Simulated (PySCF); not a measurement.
C3H5ClOSi, SMILES C#CC[Si@@H](O)Cl.

The structure is a stationary point at PBE0-D3(BJ)/def2-SVP. The structure was generated by enumeration; whether it is a known compound was not checked. Other conformers were not sampled.

Method: PBE0/def2-TZVP run with PySCF.

The molecule is in vacuum.

Computed frontier levels, gap, dipole moment and polarisability:
```yaml
highest_occupied_level: -7.56 eV
lowest_empty_level: 0.33 eV
orbital_gap: 7.89 eV
dipole_moment: 1.69 D
quadrupole, principal values (traceless, Buckingham form, about the centre of nuclear charge): -6.06, -4.40, 10.46 D·Å
mean_static_polarisability: 70.9 bohr³ (10.50 Å³)
polarisability_principal_values: 57.0, 67.1, 88.6 bohr³
```
